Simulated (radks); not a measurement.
Coulomb parameter of the 5d shell of the iridium ion Ir2+ in the model configuration [Xe] 4f14 5d6 6s1, as a second difference U = [E(n + 1) + E(n - 1) - 2 E(n)] / (1)^2 with all orbitals relaxed. "Bare": the charge of the atom changes with n. "Screened": the 6s shell takes up the change at fixed total charge, which measures U(5d,5d) + U(6s,6s) - 2 U(5d,6s). Calculated with a radial shooting solver on a logarithmic mesh with Libxc functionals: Dirac Kohn-Sham, PBEsol, spin-unpolarised, spherical densities, finite nucleus; open shells are shared between the two j in proportion to 2j + 1; Fermi nuclear charge, rms radius 5.4032 fm.

case,configuration,E - E(n) (eV)
start,[Xe] 4f14 5d6 6s1,0.000
bare +1,[Xe] 4f14 5d7 6s1,-21.018
bare -1,[Xe] 4f14 5d5 6s1,33.172
screened +1,[Xe] 4f14 5d7,-3.523
screened -1,[Xe] 4f14 5d5 6s2,4.676

U(bare) = 12.155 eV, U(screened by 6s) = 1.153 eV.
